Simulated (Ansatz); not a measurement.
A search over several starts for the lowest SCF solution of the cluster Ba13⁻ at the given spin, in a small basis.

```yaml
crystal:
  periodic: [false, false, false]
  atoms:
    - {symbol: Ba, position_ang: [-3.993139, 1.601773, -1.338349]}
    - {symbol: Ba, position_ang: [3.252885, 0.808112, -2.074996]}
    - {symbol: Ba, position_ang: [3.374271, -0.890622, 2.039151]}
    - {symbol: Ba, position_ang: [-0.759295, -0.292844, -3.905937]}
    - {symbol: Ba, position_ang: [0.246567, 0.922964, 4.673201]}
    - {symbol: Ba, position_ang: [-3.680797, -0.130485, 2.762359]}
    - {symbol: Ba, position_ang: [2.448986, 3.432654, 1.515275]}
    - {symbol: Ba, position_ang: [-2.983792, -2.765175, -0.818265]}
    - {symbol: Ba, position_ang: [-0.137337, 3.822258, -2.177361]}
    - {symbol: Ba, position_ang: [-0.267278, 0.353387, 0.304206]}
    - {symbol: Ba, position_ang: [-1.979483, 3.912763, 1.965730]}
    - {symbol: Ba, position_ang: [1.480178, -3.246083, -1.275499]}
    - {symbol: Ba, position_ang: [-0.368665, -3.075500, 2.922883]}
basis:
  gaussian: {orbitals: def2-SVP, initial_orbitals: start.molden}
total_charge: -1
magnetization: {spin_polarized: true, initial_magnetization: 1}
hamiltonian: {xc: pbe0}
output: {orbitals: {seedname: orbitals}}
```

The file start.molden holds the orbitals of an earlier run on this structure, at another level or in another basis.

```sh
$ ansatz run in.yaml --threads 2 --pin off --events-out ev --progress --plain --max-ram 32768MiB --backend cuda --devices 0, --max-vram 18GiB
```

It prints (some lines left out):

```
Functional definition: PBE0
3458 factors; their error is unknown
mean field evaluation 1: about -9005.7673 eV, gradient 3.6e0 eV
mean field evaluation 2: about -9006.0183 eV, gradient 5.7e-1 eV
mean field evaluation 4: about -9006.0373 eV, gradient 1.2e0 eV
mean field evaluation 8: about -9006.4975 eV, gradient 2.8e-1 eV
mean field evaluation 16: about -9006.5373 eV, gradient 4.8e-2 eV
mean field evaluation 32: about -9006.5376 eV, gradient 6.6e-6 eV
mean field evaluation 64: about -8881.4694 eV, gradient 2.8e2 eV
mean field evaluation 96: about -8881.8115 eV, gradient 2.8e2 eV
mean field evaluation 128: about -8918.7863 eV, gradient 6.0e1 eV
mean field evaluation 160: about -8920.2926 eV, gradient 6.1e1 eV
mean field evaluation 192: about -8946.7694 eV, gradient 1.4e2 eV
mean field evaluation 224: about -8912.1964 eV, gradient 2.3e2 eV
mean field evaluation 256: about -8912.2929 eV, gradient 2.3e2 eV
mean field evaluation 288: about -8898.1718 eV, gradient 2.5e2 eV
mean field evaluation 320: about -8940.6301 eV, gradient 6.1e1 eV
mean field evaluation 352: about -8944.3104 eV, gradient 1.4e2 eV
mean field evaluation 384: about -8914.1355 eV, gradient 2.3e2 eV
mean field evaluation 416: about -8912.2345 eV, gradient 2.3e2 eV
mean field evaluation 448: about -8913.9146 eV, gradient 2.3e2 eV
mean field evaluation 480: about -8904.1513 eV, gradient 2.4e2 eV
mean field evaluation 512: about -8890.4113 eV, gradient 2.7e2 eV
mean field evaluation 544: about -8942.5015 eV, gradient 6.0e1 eV
mean field evaluation 576: about -8843.2905 eV, gradient 1.1e2 eV
mean field evaluation 608: about -9006.4840 eV, gradient 2.2e-2 eV
mean field evaluation 640: about -9006.4765 eV, gradient 3.8e-2 eV
mean field evaluation 672: about -9004.5208 eV, gradient 3.2e0 eV
mean field evaluation 704: about -9006.0598 eV, gradient 2.6e0 eV
mean field evaluation 736: about -9006.5195 eV, gradient 1.9e-1 eV
mean field evaluation 768: about -9006.2400 eV, gradient 6.1e-1 eV
mean field evaluation 800: about -9006.4413 eV, gradient 1.3e-1 eV
mean field evaluation 832: about -9006.5226 eV, gradient 4.8e-2 eV
mean field -9006.53756788 eV, -330.9841507691 hartree, gradient 6.6e-6 eV, S^2 2.897023; 13 other end points of the search recorded, 0 dependent functions left out
reference -9006.53760878 eV, -330.9841522721 hartree; 66, 65 occupied and 324, 325 virtual orbitals, 3458 factors
Total energy: -9006.53760878 eV, -330.9841522721 hartree
```

Hardware: 2 threads of AMD EPYC 7R13 on a shared host and a share (18 GiB) of an NVIDIA H100 80GB HBM3. Wall time 7.1 min, peak host memory 1.8 GiB.

Other converged states that the search met: 0.05 eV higher (⟨S²⟩ = 2.96).

In the def2 sets Ba takes a core potential; there is no spin–orbit coupling. The charge -1 doublet is spin-contaminated (final ⟨S²⟩ up to 2.90, 0.75 for a pure state). The structure comes from a short search, and lower isomers may exist.
